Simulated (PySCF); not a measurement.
An element was calculated at PBE (PySCF 2.14, spin-free X2C, a triple-zeta basis, no spin-orbit coupling), in the ground configurations that NIST lists.

* first ionisation energy: 6.087 eV
* second ionisation energy: 12.482 eV
* third ionisation energy: 20.447 eV

**Question.** Which element is it?

**Answer.** Gadolinium (Gd, Z = 64), in x2c-TZVPPall. NIST lists 6.150, 12.076 ± 0.02, 20.54 ± 0.03 eV for these ionisation energies.
